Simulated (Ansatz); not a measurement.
`FB(F)I` + `O[SiH3]` → `FB(F)O[SiH3]` + HI at 600 K and 1 bar (ligand exchange at a B–I bond).

Program: Ansatz. Geometries: PBE0-D4/def2-TZVP. ΔE: electronic, gas phase. CCSD(T)/CBS adds triple-zeta CCSD(T) − MP2 to the extrapolated MP2 energy (def2 sets, frozen cores). def2 core potentials past Kr. For I outer-core shells are correlated without core-valence functions, which leaves a few kJ/mol of doubt a bond. Each species was taken in one conformer, which may not be the lowest.

```csv
species,CCSD(T)/CBS energy (Eh),H − E (kJ/mol),S (J/(mol·K))
`FB(F)I`,-521.96394,59.1,341.4
`O[SiH3]`,-366.69042,135.7,307.9
`FB(F)O[SiH3]`,-590.65048,158.3,419.1
HI,-298.03592,31.6,227.0
```

H − E and S are ideal-gas, rigid-rotor, harmonic terms from PBE0-D4/def2-TZVP, for one conformer and one mirror image of each species. 1 Eh = 2625.50 kJ/mol, R = 8.31446 J/(mol·K).

Task: By hand: ΔE, ΔH, ΔS and ΔG.

Result: ΔE = (-590.65048) + (-298.03592) − (-521.96394) − (-366.69042) = -0.03204 Eh = -84.1 kJ/mol. Δ(H − E) = 158.3 + 31.6 − 59.1 − 135.7 = -4.9, so ΔH = -89.0 kJ/mol. ΔS = 419.1 + 227.0 − 341.4 − 307.9 = -3.2 J/(mol·K). ΔG = -89.0 − 600 × (-3.2)/1000 = -87.1 kJ/mol.

Task: By hand: the equilibrium constant, and the temperature at which ΔG would vanish if ΔH and ΔS stayed fixed.

Result: log₁₀ K = −ΔG/(RT ln 10) = 7.6. ΔG = 0 at ΔH/ΔS = 27812 K, far beyond where these terms or the molecules hold.

The number of gas molecules stays the same, so ΔS is small and ΔH decides. A doubt of 5 kJ/mol in ΔE shifts log₁₀ K by 0.4 here. Other conformers and mirror images would add mixing entropy, several J/(mol·K) or more a flexible species. Modes under 60 cm⁻¹, often nearly free rotors, make the harmonic entropy too high. These are equilibria of isolated gas molecules and say nothing of rates. Largest T1 diagnostic: 0.012 (customary marks: 0.02 for closed shells, 0.045 for open ones).
